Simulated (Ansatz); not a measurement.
H$_{8}$N$_{4}$Si (`N[Si](N)(N)N`) at its PBE0-D4/def2-TZVP geometry, where that method's forces vanish. Total charge 0; spin multiplicity 1.

| atom | x (Å) | y (Å) | z (Å) |
| --- | --- | --- | --- |
| N1 | -0.553 | 0.326 | -1.592 |
| Si2 | 0.000 | 0.000 | 0.000 |
| N3 | -0.063 | 1.370 | 1.032 |
| N4 | -1.044 | -1.269 | 0.496 |
| N5 | 1.661 | -0.428 | 0.064 |
| H6 | -0.240 | 1.150 | -2.078 |
| H7 | -0.722 | -0.434 | -2.230 |
| H8 | -0.951 | 1.739 | 1.330 |
| H9 | 0.624 | 2.100 | 0.940 |
| H10 | -2.036 | -1.193 | 0.339 |
| H11 | -0.845 | -1.790 | 1.334 |
| H12 | 2.134 | -0.473 | 0.952 |
| H13 | 2.036 | -1.099 | -0.586 |

Problem. For each bond, give half the difference of the two atoms' forces along it (eV/Å; positive pushes the atoms apart) under PBE-D4, r2SCAN-D4, B3LYP-D4, ωB97M-V in def2-TZVPP. (Estimate.)

Solution. The calculation gave: 
```tsv
bond	length (Å)	PBE-D4	r2SCAN-D4	B3LYP-D4	ωB97M-V
N1–Si2	1.717	0.01	-0.01	0.05	0.04
N1–H6	1.007	0.20	0.02	-0.03	-0.03
N1–H7	1.007	0.19	0.02	-0.02	-0.03
Si2–N3	1.717	0.01	-0.01	0.05	0.04
Si2–N4	1.717	0.01	-0.01	0.05	0.04
Si2–N5	1.717	0.01	-0.01	0.05	0.04
N3–H8	1.007	0.20	0.02	-0.03	-0.03
N3–H9	1.007	0.19	0.02	-0.02	-0.03
N4–H10	1.007	0.19	0.02	-0.02	-0.03
N4–H11	1.007	0.20	0.02	-0.03	-0.03
N5–H12	1.007	0.19	0.02	-0.02	-0.03
N5–H13	1.007	0.20	0.02	-0.03	-0.03
```

B3LYP here is the variant with VWN-RPA as its local correlation; programs differ in this.

Program: Ansatz 0.2.0.
